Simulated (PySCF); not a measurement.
How the method changes the constants of Tl₂⁺

State: ²Σg⁺ (doublet), unpaired electrons σ ↑. Set-up: PySCF, scalar-relativistic core potentials, basis sets Tl def2-SVP with ECP60. De refers to Tl⁺ + Tl in their high-spin ground configurations, without counterpoise correction. The functionals are run spin-unrestricted.

```json
{"Level": "UHF", "Re (Å)": "3.761", "ωe (cm⁻¹)": "47.6", "De (eV)": "1.01", "CPU s a point (SCF and correlation, without the integrals)": "0.17"}
{"Level": "UHF-MP2", "Re (Å)": "3.634", "ωe (cm⁻¹)": "51.9", "De (eV)": "1.18", "CPU s a point (SCF and correlation, without the integrals)": "0.29"}
{"Level": "UHF-SCS-MP2", "Re (Å)": "3.669", "ωe (cm⁻¹)": "50.6", "De (eV)": "1.12", "CPU s a point (SCF and correlation, without the integrals)": "n/a"}
{"Level": "UHF-CCSD", "Re (Å)": "3.650", "ωe (cm⁻¹)": "52.0", "De (eV)": "1.15", "CPU s a point (SCF and correlation, without the integrals)": "n/a"}
{"Level": "UHF-CCSD(T)", "Re (Å)": "3.638", "ωe (cm⁻¹)": "52.5", "De (eV)": "1.17", "CPU s a point (SCF and correlation, without the integrals)": "7"}
{"Level": "PBE", "Re (Å)": "3.739", "ωe (cm⁻¹)": "45.7", "De (eV)": "1.46", "CPU s a point (SCF and correlation, without the integrals)": "0.5"}
{"Level": "revPBE", "Re (Å)": "3.812", "ωe (cm⁻¹)": "43.3", "De (eV)": "1.39", "CPU s a point (SCF and correlation, without the integrals)": "0.37"}
{"Level": "r²SCAN", "Re (Å)": "3.674", "ωe (cm⁻¹)": "48.8", "De (eV)": "1.44", "CPU s a point (SCF and correlation, without the integrals)": "0.66"}
{"Level": "PBE0", "Re (Å)": "3.668", "ωe (cm⁻¹)": "49.4", "De (eV)": "1.38", "CPU s a point (SCF and correlation, without the integrals)": "0.97"}
{"Level": "M06", "Re (Å)": "3.684", "ωe (cm⁻¹)": "51.2", "De (eV)": "1.47", "CPU s a point (SCF and correlation, without the integrals)": "0.66"}
{"Level": "BHandHLYP", "Re (Å)": "3.687", "ωe (cm⁻¹)": "49.4", "De (eV)": "1.29", "CPU s a point (SCF and correlation, without the integrals)": "0.5"}
{"Level": "CAM-B3LYP", "Re (Å)": "3.645", "ωe (cm⁻¹)": "51.1", "De (eV)": "1.32", "CPU s a point (SCF and correlation, without the integrals)": "1.1"}
```

The bond length runs from 3.634 Å (UHF-MP2) to 3.812 Å (revPBE). De spans 1.01 eV (UHF, mean field) to 1.47 eV (M06, hybrid meta-GGA). Correlation at CCSD(T) changes the Hartree–Fock bond energy by +0.16 eV; the triples alone change it by +0.02 eV.

Correlated steps freeze 8 core orbitals. Correlated levels converge slowly with the basis: in double zeta they bind strong bonds too weakly, by up to about 1 eV, and carry superposition errors of some tenths. These are scalar-relativistic numbers at best; spin–orbit coupling would shift them, the dissociation energy most. The state is the lowest determinant that a PBE0 search found; another state may lie lower at other levels.

The whole job (state search and all levels along the bond) took about 2.4 min on 1 thread of Oxide Virtual Turin-like (shared host), peak memory 0.62 GiB.
